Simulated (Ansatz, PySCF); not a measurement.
Gas-phase reaction in SMILES: C=C=O + 4 [H][H] (H2) -> 2 C (CH4) + O (H2O)
Structures are relaxed separately at B3LYP-D3(BJ)/def2-TZVP in Ansatz (a quantum-chemistry and plane-wave program).
Geometry of the first species:
SMILES: C(=C)=O
```xyz
5

C      0.0091     0.0017    -1.2056
C     -0.0008    -0.0001     0.1027
H      0.0282     0.9401    -1.7377
H     -0.0018    -0.9351    -1.7406
O     -0.0096    -0.0018     1.2620
```

Wanted: energy of full hydrogenation (electronic energy difference), in eV. Cores are frozen in the correlated levels unless marked. Spin-orbit coupling is left out. Non-relativistic. CBS marks a two-point X^-3 extrapolation of the correlation energy; Hartree-Fock from the larger set.

| level | program | energy of full hydrogenation (eV) |
|---|---|---|
| SVWN5/def2-TZVPD | Ansatz | [?] |
| B3LYP-D4/def2-TZVPD | Ansatz + dftd4 | [?] |
| BHLYP/def2-TZVPD | Ansatz | -4.60 |
| PW6B95/def2-TZVPD | PySCF | [?] |
| LC-wPBE-D3(BJ)/def2-TZVPD | Ansatz + dftd3 | [?] |
| B2GP-PLYP-D3(BJ)/def2-TZVPD | Ansatz + dftd3 | -4.29 |
| SCS-MP2/cc-pVTZ | Ansatz | -4.29 |
| CCSD/STO-3G | Ansatz | -3.90 |
| CCSD/aug-cc-pVDZ | Ansatz | -4.74 |
| CCSD(T)/CBS(cc-pVTZ,cc-pVQZ) | Ansatz | -4.46 |

### Question
Some entries are withheld; supply them.

### Answer

- SVWN5/def2-TZVPD, energy of full hydrogenation (eV): -4.75
- B3LYP-D4/def2-TZVPD, energy of full hydrogenation (eV): -4.16
- PW6B95/def2-TZVPD, energy of full hydrogenation (eV): -4.25
- LC-wPBE-D3(BJ)/def2-TZVPD, energy of full hydrogenation (eV): -4.67
